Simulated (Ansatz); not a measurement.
`C[NH+](C)[InH3-]`, 14 atoms. Total charge 0; spin multiplicity 1. Correlated methods include outer-core shells of In, which these sets cover unevenly. In takes the def2 core potential. All runs use 4 threads of an Arm Neoverse V1 on a shared host. Correlated methods freeze the cores.

How many basis functions does each run have, and how long does it take in Ansatz? RKS SPW92 (LDA)/def2-TZVPP energy; RKS ωB97M-V/def2-QZVPP energy; RKS PBE0-D4/def2-SVP energy; RKS B97M-V/def2-TZVPP energy; RHF-CCSD(T)/def2-SVP energy; RKS PBE0-D4/def2-TZVP frequencies; RKS PBE0-D4/def2-QZVPP energy; RHF-MP2/def2-QZVPP energy; RKS PBE0-D4/def2-TZVP relaxation (7 steps); direct RPA on PBE orbitals/def2-TZVPP energy; RKS BLYP-D4/def2-TZVPP energy; RKS ωB97M-V/def2-SVP energy. (An estimate is asked.)

Ansatz gave: Other jobs shared the machine, so times are rough.

```json
{"level": "RKS PBE0-D4/def2-SVP", "job": "energy", "functions": "118", "wall time": "1.4 s", "peak host memory (GiB)": "0.28"}
{"level": "RKS SPW92 (LDA)/def2-TZVPP", "job": "energy", "functions": "283", "wall time": "1.6 s", "peak host memory (GiB)": "0.38"}
{"level": "RKS BLYP-D4/def2-TZVPP", "job": "energy", "functions": "283", "wall time": "2.9 s", "peak host memory (GiB)": "0.38"}
{"level": "RKS ωB97M-V/def2-SVP", "job": "energy", "functions": "118", "wall time": "6 s", "peak host memory (GiB)": "0.4"}
{"level": "direct RPA on PBE orbitals/def2-TZVPP", "job": "energy", "functions": "283", "wall time": "9 s", "peak host memory (GiB)": "0.85"}
{"level": "RKS PBE0-D4/def2-QZVPP", "job": "energy", "functions": "553", "wall time": "11 s", "peak host memory (GiB)": "2.2"}
{"level": "RHF-CCSD(T)/def2-SVP", "job": "energy", "functions": "118", "wall time": "12 s", "peak host memory (GiB)": "0.75"}
{"level": "RKS B97M-V/def2-TZVPP", "job": "energy", "functions": "283", "wall time": "13 s", "peak host memory (GiB)": "0.5"}
{"level": "RKS ωB97M-V/def2-QZVPP", "job": "energy", "functions": "553", "wall time": "26 s", "peak host memory (GiB)": "2.7"}
{"level": "RKS PBE0-D4/def2-TZVP", "job": "relaxation (7 steps)", "functions": "203", "wall time": "30 s", "peak host memory (GiB)": "0.55"}
{"level": "RHF-MP2/def2-QZVPP", "job": "energy", "functions": "553", "wall time": "36 s", "peak host memory (GiB)": "4.4"}
{"level": "RKS PBE0-D4/def2-TZVP", "job": "frequencies", "functions": "203", "wall time": "3.9 min", "peak host memory (GiB)": "0.56"}
```
